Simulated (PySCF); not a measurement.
The dipole of `CC[P@H](=O)C(C)C` from its density and from atomic charges.

Coordinates (GFN2-xTB, Å) and charges (e) from the PBE0/pcSseg-1 density (PySCF):

| atom | x | y | z | Mulliken | IAO | Hirshfeld | ESP-fitted |
| --- | --- | --- | --- | --- | --- | --- | --- |
| C1 | 3.011 | -0.063 | -0.216 | -0.2802 | -0.4181 | -0.1145 | -0.2565 |
| C2 | 1.656 | -0.516 | 0.307 | -0.5135 | -0.5105 | -0.1099 | -0.1164 |
| P3 | 0.355 | 0.343 | -0.662 | +0.8556 | +1.3989 | +0.4125 | +0.6593 |
| O4 | 0.443 | 1.803 | -0.621 | -0.6200 | -0.9307 | -0.3981 | -0.6079 |
| C5 | -1.289 | -0.341 | -0.169 | -0.5717 | -0.3377 | -0.0617 | +0.1212 |
| C6 | -2.302 | 0.188 | -1.176 | -0.2285 | -0.4214 | -0.1168 | -0.4660 |
| C7 | -1.598 | 0.130 | 1.245 | -0.2359 | -0.4219 | -0.1176 | -0.3464 |
| H8 | 3.080 | 1.022 | -0.156 | +0.1423 | +0.1597 | +0.0455 | +0.0929 |
| H9 | 3.133 | -0.353 | -1.259 | +0.1172 | +0.1390 | +0.0405 | +0.0784 |
| H10 | 3.822 | -0.500 | 0.363 | +0.1272 | +0.1471 | +0.0449 | +0.0810 |
| H11 | 1.536 | -0.222 | 1.354 | +0.1635 | +0.1540 | +0.0494 | +0.0934 |
| H12 | 1.538 | -1.597 | 0.228 | +0.1434 | +0.1472 | +0.0441 | +0.0283 |
| H13 | 0.535 | -0.187 | -1.945 | +0.0002 | -0.1166 | -0.0143 | -0.0541 |
| H14 | -1.255 | -1.433 | -0.209 | +0.1413 | +0.1384 | +0.0395 | +0.0155 |
| H15 | -2.050 | -0.145 | -2.183 | +0.1191 | +0.1392 | +0.0402 | +0.1083 |
| H16 | -3.306 | -0.155 | -0.936 | +0.1238 | +0.1432 | +0.0441 | +0.1364 |
| H17 | -2.292 | 1.277 | -1.164 | +0.1359 | +0.1549 | +0.0447 | +0.1451 |
| H18 | -1.492 | 1.213 | 1.297 | +0.1362 | +0.1550 | +0.0435 | +0.1143 |
| H19 | -0.914 | -0.318 | 1.965 | +0.1199 | +0.1369 | +0.0394 | +0.0599 |
| H20 | -2.616 | -0.134 | 1.527 | +0.1243 | +0.1436 | +0.0442 | +0.1134 |

Problem. What dipole does each set of charges give (1 e·Å = 4.803 D), and what does the density give?

Solution. The full density gives (-0.37, -3.71, 0.57) D, 3.77 D in size; dipole vectors point from the negative to the positive end.

| scheme | μx | μy | μz | size (D) | share of the full size (%) | angle to the full dipole (°) |
| --- | --- | --- | --- | --- | --- | --- |
| Mulliken | -0.20 | -2.89 | -0.19 | 2.90 | 77 | 12 |
| IAO | -0.34 | -5.06 | -0.11 | 5.07 | 134 | 10 |
| Hirshfeld | -0.20 | -2.77 | 0.20 | 2.78 | 74 | 5 |
| ESP-fitted | -0.37 | -3.68 | 0.55 | 3.74 | 99 | 0 |

Problem. Which set comes closest?

Solution. Length of the difference vector: ESP-fitted 0.03 D, Hirshfeld 1.03 D, Mulliken 1.13 D, IAO 1.51 D. Closest: ESP-fitted. ESP charges are fitted to the potential around the molecule, whose slowest-falling term is the dipole's. 

Problem. What is left for the Hirshfeld atoms' own dipoles?

Solution. The Hirshfeld atoms' densities add up to the full density, so μ = Σ q r + Σ (atomic dipoles). The atomic dipoles sum to (-0.37, -3.71, 0.57) − (-0.20, -2.77, 0.20) = (-0.17, -0.94, 0.37) D, 1.03 D in size.

Problem. With the origin at the mean of the coordinates, (0.000, 0.001, -0.121) Å, which are the largest single terms, by size, of the Mulliken dipole along the direction of the full one?

Solution. O4 +5.64, P3 -1.86, C5 -1.25, H14 +1.03, H12 +1.01 D; all 20 atoms together +2.83 D. The single terms depend on the origin, their sum doesn't.

Problem. Give the size of the full dipole in other units.

Solution. 3.77 D = 1.485 au = 0.786 e·Å = 12.59 × 10⁻³⁰ C·m.

One conformer (not necessarily the lowest) at the GFN2-xTB geometry, without solvent, vibrations or thermal averaging.

Conformer computed: `[CH3:1][CH2:2][P@H:3](=[O:4])[CH:5]([CH3:6])[CH3:7]`: C1–C2–P3–O4 -57°, C2–P3–C5–C6 -169°.
